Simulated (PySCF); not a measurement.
SMILES B[SiH2]B, singlet at its B3LYP/def2-SVP optimised geometry (Å):

```
9

B      0.9880    -0.9478     0.0000
Si    -1.0331    -0.9478     0.0000
B     -1.4918     1.0205     0.0000
H      1.6080    -0.9189    -1.0342
H      1.6077    -0.9194     1.0344
H     -1.5755    -1.6307    -1.2171
H     -1.5754    -1.6314     1.2167
H     -1.6011     1.6314    -1.0342
H     -1.6080     1.6300     1.0343
```

Method: B3LYP/def2-TZVP (PySCF).

Map of the electron localisation function on the plane z = 0.6 Å:

```
|00000000000000000000000000000|
|00000000000000000000000000000|
|00000000000000000000000000000|
|00000001111000000000000000000|
|00000124554210000000000000000|
|00001367887520000000000000000|
|00002689999741000000000000000|
|00014799999862000000000000000|
|00014899999961000000000000000|
|00003799999841000000000000000|
|00001589998631000000000000000|
|00000246666431000000000000000|
|00000135677653100000110000000|
|00000246888864221113443100000|
|00001257888754442257876310000|
|00001245664335664589998630000|
|00001234420016876699999741000|
|00001246510016886699999841000|
|00001478830016886699999841000|
|00002589984236876689998731000|
|00003689999755664468987520000|
|00002689999743442235654200000|
|00001478998532221001221000000|
|00000246775311110000000000000|
|00000013332100000000000000000|
|00000000110000000000000000000|
|00000000000000000000000000000|
|00000000000000000000000000000|
|00000000000000000000000000000|
```
Scale: ten equal steps from 0.000 (start of '0') to 0.995 (end of '9'), in the order '0123456789'; x runs from -4.00 to 4.00, y from -4.00 (bottom) to 4.00 (top).
